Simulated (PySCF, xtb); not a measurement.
CrO₂Cl₂, SMILES [O]=[Cr](=[O])([Cl])[Cl], multiplicity 1.

Harmonic wavenumbers (cm⁻¹) from GFN2-xTB in xtb at its own minimum, in rising order: 165, 210, 230, 256, 289, 412, 441, 900, 1017.

Question: What does PBE-D3(BJ)/def2-SVP in PySCF give at its own minimum? (An estimate is asked for; the answer gives what the named calculation found.)

Answer: 137, 218, 232, 269, 360, 467, 494, 1080, 1096. Paired by order, the mean absolute difference is 55 cm⁻¹ and the zero-point energies are 5.6 and 6.2 kcal/mol.
